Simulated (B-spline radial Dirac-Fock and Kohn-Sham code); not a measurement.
# Subshell cross sections of Rb⁺, photon energy 300 eV

System: rubidium as Rb⁺, configuration [Ar] 3d10 4s2 4p6.

Level of theory: independent-particle photoionisation in a Dirac-Hartree-Slater potential with a Latter tail, all multipoles, thresholds from Dirac-Fock ΔSCF; a B-spline atomic structure program. The asymmetry parameter β is from the dipole term alone. Kinetic energies are from the vacuum level.

The last column is dσ/dΩ = σ/(4π) · [1 − (β/2) P₂(cos θ)] at θ = 0° from the beam of unpolarised light.

```csv
subshell,electrons,binding (eV),kinetic (eV),σ (kb),β,dσ/dΩ (kb/sr)
3p1/2,2,263.8,36.22,204,0.06,15.7
3p3/2,4,254.6,45.45,476,0.23,33.6
3d3/2,4,123.9,176.1,1500,0.81,70.9
3d5/2,6,122.4,177.6,2230,0.83,104
4s,2,46.95,253.1,48.7,2.00,≈ 0
4p1/2,2,27.18,272.8,40.2,1.47,0.848
4p3/2,4,26.26,273.7,83.9,1.46,1.80
```

Branching ratios of the spin-orbit partners (statistical value in brackets): 3p 2.34 (2.00), 3d 1.49 (1.50), 4p 2.09 (2.00).

Values without a named source are computed, but for edge energies of neutral atoms, which are taken from tables.
